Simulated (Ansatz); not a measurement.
Species: CaF, charge 0, doublet. CaF (SMILES [F][Ca], doublet).
B3LYP-D3(BJ)/def2-TZVP minimum from Ansatz (a first-principles code):
```
Ca
F 1 1.9612
```
Charge 0, spin multiplicity 2.

Property: atomisation energy (electronic, to ground-state atoms), in kcal/mol. Open shells are spin-unrestricted; no spin-orbit coupling. Cores are frozen in correlated methods (noble-gas shells, and filled d and f shells in the p block). No relativity. CBS(X,Y): correlation extrapolated as X^-3, Hartree-Fock from the larger set. A bracket is a step between two methods taken in the basis named. Double hybrids freeze cores in their MP2 part. For partners of very few electrons the exact lower level stands in for a higher one. The restricted determinant of Ca ([Ca], singlet) is unstable towards broken spin symmetry in at least one set run. The spin of CaF ([F][Ca], doublet) was assumed, and the state is the lowest solution found for it.

CCSD(T)/CBS(def2-TZVPP,def2-QZVPP) + [CCSDT(Q) - CCSD(T)]/def2-QZVPP + [CCSDTQ - CCSDT(Q)]/def2-SVP (Ansatz) gives 128.4 kcal/mol.

**Question.** How far off this value is PBE/def2-TZVPD (Ansatz), in which direction, and how far these levels: r2SCAN/def2-TZVPD, B3LYP/def2-TZVPD, wB97M-V/def2-TZVPD, B2PLYP/def2-TZVPD, CCSD(T)/CBS(def2-TZVPP,def2-QZVPP)?

**Answer.** PBE gives 137.0 kcal/mol, 8.6 kcal/mol above it. Differences of the others: r2SCAN/def2-TZVPD (Ansatz) 9.4; B3LYP/def2-TZVPD (Ansatz) 0.3; wB97M-V/def2-TZVPD (Ansatz) -3.1; B2PLYP/def2-TZVPD (Ansatz) -0.4; CCSD(T)/CBS(def2-TZVPP,def2-QZVPP) (Ansatz) 0.1 kcal/mol.
